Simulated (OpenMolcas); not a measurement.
## Br3+: the spin-orbit constant, Slater's ratio, worked from levels

```json
{
  "Program": "OpenMolcas",
  "Basis": "ANO-RCC-VTZP [6s5p3d1f]",
  "Scalar Hamiltonian": "DKH2, point nucleus",
  "Active space": "4 electrons in 9 orbitals (RAS2 4s 4p; RAS3 4d, at most 2 electrons)",
  "State averaging": "2S+1 = 3 even, 6 roots; 2S+1 = 1 even, 12 roots; 2S+1 = 5 odd, 1 root; 2S+1 = 3 odd, 9 roots; 2S+1 = 1 odd, 8 roots",
  "Spin-orbit coupling": "RASSI with atomic mean-field integrals over the reference wave functions, term energies averaged over their components"
}
```

Methods: RASSCF; MS-RASPT2, IPEA 0.25 Eh, imaginary shift 0.1 Eh (closed shells correlated: 3d).

**The spin-orbit constant.** For the Hund term 3P of p2, E(J) = (A/2) J(J+1) + constant and ζ = 2S·A = 2A. From J = 0 to J = 2 the energy changes by 3 A.

```csv
Source,E(2) - E(0),A,ζ
RASSCF,5176.3,1725.4,3451
MS-RASPT2,5157.8,1719.3,3439
```

All in cm-1. Both methods take the spin-orbit matrix elements from the reference wave functions, so the second can move ζ only through the term energies and any multistate remixing. Second-order mixing with other terms is absorbed into this ζ.

**Slater's ratio.** With one set of orbitals, p2 has 1D - 3P = 6 F2 and 1S - 1D = 9 F2 (F2 = F²/25), a ratio of 3/2. Term energies are centres of gravity, weighted by 2J + 1.

```json
{"Source": "RASSCF", "1D - 3P": "14101", "1S - 3P": "32123", "F2 from the first": "2350", "Ratio": "1.278"}
{"Source": "MS-RASPT2", "1D - 3P": "12663", "1S - 3P": "30413", "F2 from the first": "2110", "Ratio": "1.402"}
```

Energies in cm-1. A ratio away from 3/2 shows effects beyond one configuration with one set of orbitals, and in heavier atoms second-order spin-orbit shifts.

Term energies are means over components that CASPT2 splits; among the terms shown or strongly mixed into the levels shown the widest spread is 11 cm-1 (4s2 4p2 1D, MS-RASPT2). Active for correlation alone: 4d; no level in the range computed is led by a configuration that fills it, so any true level of that kind is missing. Levels of configurations outside the active space are missing.
